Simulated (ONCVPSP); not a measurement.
W (Z = 74): one change to an ONCV potential, before and after

| Item | Value |
| --- | --- |
| Element | W (Z = 74) |
| Generator | ONCVPSP 4.0.1 |
| Type | optimised norm-conserving Vanderbilt (ONCV) |
| Functional | PBEsol |
| Relativity | scalar-relativistic |
| Frozen core | [Kr] 4d10 4f14 |
| Valence charge | 14 |
| Reference configuration | 5s2 5p6 5d5 6s1 |
| Partial waves | 5s+6s: rc 1.80 bohr, ncon 4, nbas 7, qcut 6 1/bohr, 2 projectors; 5p: rc 1.45 bohr, ncon 3, nbas 8, qcut 8.8 1/bohr, 3 projectors, debl 3.6 Ha; 5d: rc 1.75 bohr, ncon 4, nbas 8, qcut 5.8 1/bohr, 3 projectors, debl 3.7 Ha |
| Local potential | polynomial inside 1.40 bohr (lpopt 5, dvloc0 0 Ha) |
| Core correction | Teter function fitted to the true core (icmod 2), fcfact 0.55 |

Change: s: nproj 3.

Cutoffs: the cutoffs (Ha) at which the residual kinetic energy of the hardest occupied pseudo-wave falls to 1 and 0.1 mHa per electron; they do not see the model core or the augmentation charge, which bear on the density cutoff. Errors are all-electron minus pseudo energies relative to the spin-unpolarised reference configuration.

**Question.** Predict the effect on cutoff, ghosts and configuration errors.

**Answer.** The potential gets neither clearly harder nor softer (27 Ha and 33 Ha → 27 Ha and 33 Ha); the errors of the 4 common tests hardly move; neither file shows a bound ghost.

```csv
quantity,base,changed
"cutoff, loose",27 Ha,27 Ha
"cutoff, tight",33 Ha,33 Ha
bound ghosts,none,none
GHOST(+) flags under 300 eV,s at 179.2 eV,none
"error for 5s2 5p6 5d4 6s2, meV [ΔE -1.54 eV]",-0.5,-0.6
"error for 5s2 5p6 5d4 6s1, meV [ΔE 7.38 eV]",-0.4,-0.4
"error for 5s2 5p6 5d4 6s0, meV [ΔE 23.08 eV]",-4.2,-4.3
"error for 5s2 5p6 5d4 6s1 6p1, meV [ΔE 3.00 eV]",+1.6,+1.6
s: phases at 1.83 bohr within 0.05 rad from the reference energy up to (Ha; the scan ends near 5),to the end of the scan,to the end of the scan
p: phases at 1.47 bohr within 0.05 rad from the reference energy up to (Ha; the scan ends near 5),to the end of the scan,to the end of the scan
d: phases at 1.77 bohr within 0.05 rad from the reference energy up to (Ha; the scan ends near 5),to the end of the scan,to the end of the scan
"rms error of d²Exc/dni dnj with the model core, mHa",0.91,0.91
```
